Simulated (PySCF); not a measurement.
**Broadened absorption spectrum of C7H11F**

C7H11F.
Geometry (GFN2-xTB, Å), atoms numbered from 1 in this order:
```
atom  x, y, z in Å
C1     2.1597   -0.6355    0.9282
C2     1.1515   -0.3074    0.1389
C3     0.1999   -1.3170   -0.4370
C4    -1.2357   -0.9793   -0.0288
C5    -1.5718    0.4442   -0.4549
F6    -2.8663    0.7456   -0.0618
C7    -0.6097    1.4443    0.1734
C8     0.8265    1.1105   -0.2351
H9     2.8284    0.1037    1.3360
H10    2.3652   -1.6596    1.1905
H11    0.2736   -1.2993   -1.5288
H12    0.4556   -2.3208   -0.0960
H13   -1.3401   -1.0534    1.0560
H14   -1.9398   -1.6772   -0.4857
H15   -1.5679    0.5347   -1.5502
H16   -0.8730    2.4561   -0.1402
H17   -0.7094    1.3885    1.2594
H18    0.9249    1.2298   -1.3183
H19    1.5185    1.8014    0.2469
```

Method used: TDDFT PBE0/def2-SVPD, vertical, gas phase, core orbitals frozen in the response in PySCF.

Each state is given a Gaussian of 0.5 eV full width at half maximum, with ε(max) = 2.175×10⁸ f / Δν̃ (Δν̃ the width in cm⁻¹). The width is an assumption, not a result. The curve ends short of the highest state used, and states not computed would add to its high-energy end.

(λ (nm), ε (L mol⁻¹ cm⁻¹)): (168.0, 5866), (168.9, 7047), (169.7, 8251), (170.5, 9541), (171.3, 10853), (172.1, 12122), (173.0, 13423), (173.8, 14409), (174.6, 15191), (175.4, 15742), (176.3, 16068), (177.1, 16096), (177.9, 15888), (178.7, 15464), (179.5, 14849), (180.4, 13966), (181.2, 13047), (182.0, 12036), (182.8, 10967), (183.6, 9869), (184.5, 8635), (185.3, 7567), (186.1, 6549), (186.9, 5596), (187.7, 4722), (188.6, 3842), (189.4, 3155), (190.2, 2559), (191.0, 2049), (191.9, 1572), (192.7, 1226), (193.5, 944), (194.3, 719), (195.1, 540), (196.0, 387), (196.8, 284), (197.6, 206), (198.4, 148), (199.2, 105), (200.1, 70), (200.9, 49), (201.7, 33), (202.5, 23), (203.3, 15)

Task: Where are the band maxima, and which computed states make them?

Result: 177 nm (7.01 eV), ε about 16000, made up of S1 (35%) and S2 (65%) (ε in L mol⁻¹ cm⁻¹; maxima over ε = 5, shares over 10%). The states used: S1 6.85 eV (f 0.141); S2 7.10 eV (f 0.212); S3 7.42 eV (f 0.0005); S4 7.70 eV (f 0.013); S5 7.86 eV (f 0.106); S6 7.98 eV (f 0.035).

Task: Coming from long wavelengths, where does ε first pass 100 L mol⁻¹ cm⁻¹?

Result: At about 199 nm (6.22 eV), 0.63 eV below S1.

Task: What would ε be at 7.01 eV, the highest of these maxima, with half the width (0.25 eV)?

Result: About 20600 L mol⁻¹ cm⁻¹ against 16100, a factor of about 1.3; a lone state at its own centre would give exactly 2.

Task: On this curve, what absorbance would a 10⁻⁴ mol/L sample give at 193 nm over a 1 cm path?

Result: 193 nm is 6.424 eV, where ε is about 1100 L mol⁻¹ cm⁻¹, so A = ε c l ≈ 0.11 (Beer–Lambert, with the gas-phase spectrum and the assumed width).

One conformer stands for the species.
